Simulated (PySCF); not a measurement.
CHAlF₄O, SMILES [OH][Al]([C](F)(F)F)[F]. Heavy atoms are numbered as in [Al:1]([C:2]([F:3])([F:4])[F:5])([F:6])[OH:7]. Hydrogens are named by the atom that carries them.

Geometry optimised at PBE0-D3(BJ)/def2-SVP. The values are those of a single conformer.

The numbers are results of PBE/pcSseg-1 (PySCF), not measurements.

GIAO shieldings, no solvent; atoms alike by connectivity are averaged. δ = σ(ref) − σ: ¹³C against TMS (σ = 182.0 ppm); ¹⁹F against CFCl3 (σ = 133.6 ppm); ¹⁷O against H2O (σ = 334.3 ppm); ¹H against TMS (σ = 31.49 ppm), references at their B3LYP-D3(BJ)/def2-TZVP geometries, non-relativistic.

```
nucleus    atoms  count  δ (ppm)
-------  -------  -----  -------
¹³C           C2      1    141.0
¹⁹F           F3      3    -78.9
¹⁹F           F6      1   -189.7
¹⁷O      O7 (OH)      1     34.7
¹H       H on O7      1     2.34
```
